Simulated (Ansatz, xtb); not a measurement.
## Relative energy of two isomers of C5H9FS

Structure X: `F[C@@H]1CCC[C@H]1S`, a singlet. Structure Y: `F[C@@H]1CCC[C@@H]1S`, a singlet. Both are isolated molecules in the gas phase, relaxed with r2SCAN-D4/def2-SVP, each in the lowest conformer that the search found.

Quicker runs give these differences E(Y) − E(X): GFN2-xTB +0.027 eV; HF/STO-3G −0.084 eV (at GFN2-xTB geometries); r2SCAN-D4/def2-SVP//GFN2-xTB −0.104 eV.

Which of the two would you expect CCSD(T)/def2-SVP + ΔMP2/def2-TZVPP electronic energies to favour?

CCSD(T)/def2-SVP + ΔMP2/def2-TZVPP gives E(Y) − E(X) = −0.017 eV, slightly favouring structure Y, which is too small a margin to settle the true order.

Level by level:

```csv
level,geometry,E(Y) − E(X) (eV),departure from the last row (eV),"job, with rough time for the two"
GFN2-xTB,GFN2-xTB,+0.027,+0.044,"optimisation, 0.58 s"
HF/STO-3G,GFN2-xTB,−0.084,−0.067,"single point, 1.2 s"
r2SCAN-D4/def2-SVP//GFN2-xTB,GFN2-xTB,−0.104,−0.087,"single point, 14 s"
r2SCAN-D4/def2-SVP,r2SCAN-D4/def2-SVP,−0.057,−0.040,"optimisation, 2.9 min"
HF/def2-SVP,r2SCAN-D4/def2-SVP,−0.055,−0.038,part of the CCSD(T) run
MP2/def2-SVP,r2SCAN-D4/def2-SVP,−0.045,−0.028,part of the CCSD(T) run
CCSD(T)/def2-SVP,r2SCAN-D4/def2-SVP,−0.047,−0.030,single point
CCSD(T)/def2-SVP + ΔMP2/def2-TZVPP,r2SCAN-D4/def2-SVP,−0.017,,"single point, 4.9 min"
```

As drawn, both hold the same kinds of bond in the same numbers.

The largest departure from CCSD(T)/def2-SVP + ΔMP2/def2-TZVPP is that of r2SCAN-D4/def2-SVP//GFN2-xTB, 0.087 eV. The last row adds to CCSD(T) the change of the MP2 difference between the two basis sets, here +0.030 eV.

With thermal terms from frequencies at re-optimised GFN2-xTB minima (ideal gas, soft modes damped towards free rotors, one conformer each, 298.15 K, 1 atm): the zero-point term adds +0.008 eV; ΔH is −0.011 and ΔG −0.006 eV.

The correlated steps freeze 11 core orbitals. Codes used: Ansatz 0.2.0, xtb 6.7.1; the last row on 2 threads of Arm Neoverse N1 on a shared host.
